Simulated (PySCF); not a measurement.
Isomers of C4H9F2N, one GFN2-xTB conformer each. Single-point energies are computed at PBE0/pcSseg-1 (PySCF, gas phase, no added dispersion term), electronic only.

| SMILES | GFN2-xTB relative energy (kJ/mol) |
| --- | --- |
| CCNCC(F)F | 8.6 |
| CN[C@H](C)C(F)F | 4.2 |
| CN(C)CC(F)F | 0.0 |

Conformers: `[CH3:1][CH2:2][NH:3][CH2:4][CH:5]([F:6])[F:7]` with C1–C2–N3–C4 -179°, C2–N3–C4–C5 180°, N3–C4–C5–F6 169°; `[CH3:1][NH:2][C@H:3]([CH3:4])[CH:5]([F:6])[F:7]` with C1–N2–C3–C4 -166°, N2–C3–C5–F6 -71°; `[CH3:1][N:2]([CH3:3])[CH2:4][CH:5]([F:6])[F:7]` with C1–N2–C4–C5 71°, N2–C4–C5–F6 151°.

Task: What does PBE0/pcSseg-1 give for the same structures?

Result: 
```tsv
SMILES	PBE0/pcSseg-1 E (Eh)	PBE0/pcSseg-1 (kJ/mol)	GFN2-xTB (kJ/mol)	point group
CCNCC(F)F	-411.79322	0.0	8.6	C1
CN[C@H](C)C(F)F	-411.79057	6.9	4.2	C1
CN(C)CC(F)F	-411.78138	31.1	0.0	C1
```

GFN2-xTB puts CN(C)CC(F)F lowest instead; measured from each level's own lowest isomer, the values differ by up to 31.1 kJ/mol (CN(C)CC(F)F: 0.0 against 31.1). As drawn, the lowest has an N–H bond, which the highest lacks. Neighbours under 10 kJ/mol apart (CCNCC(F)F and CN[C@H](C)C(F)F) can change places with a better method, another conformer or zero-point energy.

Task: Which frontier levels, dipoles and rotational constants go with these structures?

Result: 
```tsv
SMILES	HOMO (eV, PBE0/pcSseg-1)	LUMO (eV)	dipole (D)	A, B, C (MHz)
CCNCC(F)F	-6.88	1.39	2.20	7234, 1050, 964.0
CN[C@H](C)C(F)F	-6.64	1.35	1.73	3347, 2193, 1416
CN(C)CC(F)F	-6.62	1.37	2.37	4904, 1557, 1257
```
